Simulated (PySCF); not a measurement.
C2H5O2, charge +1, singlet, geometry from GFN2-xTB. Base run: PySCF with WB97X/STO-3G.

Here is a job for PySCF.
```python
from pyscf import gto, scf, dft

mol = gto.Mole()
mol.atom = '''
    C    -1.436554   -0.570857   -0.775567
    O    -0.335599   -0.480133    0.172216
    C     0.825597    0.401375   -0.069412
    O     1.386349    0.835931    0.845001
    H    -1.018887   -0.691144   -1.774525
    H    -2.015719   -1.459305   -0.524867
    H    -2.067712    0.317610   -0.735489
    H    -0.629895   -0.457045    1.114616
    H     0.991956    0.460394   -1.147597
'''
mol.basis = 'sto-3g'
mol.charge = 1
mol.spin = 0
mol.verbose = 5
mol.build()

mf = dft.RKS(mol)
mf.xc = 'wb97x'
mf.kernel()
mf.analyze()
```

Each row names what was changed in the base input (with any setting that the change needs).

```tsv
change	ΔE vs base (µEh)	grid points	electrons on the grid
base	0.0	105440	32.00000
grids.level = 2	-8.2	71696	31.99999
grids.level = 1	138	33080	31.99998
grids.level = 7	8.5	597280	32.00000
grids.atom_grid = (150, 974)	8.3	726904	32.00000
grids.atom_grid = (30, 110)	-615	22152	31.99986
grids.atom_grid = (99, 590)	9.4	291032	32.00000
grids.level = 5	8.2	289616	32.00000
grids.prune = dft.gen_grid.treutler_prune	33.3	90824	31.99999
grids.prune = dft.gen_grid.sg1_prune	31.0	47000	32.00006
small_rho_cutoff = 0	0.0	105440	32.00000
```
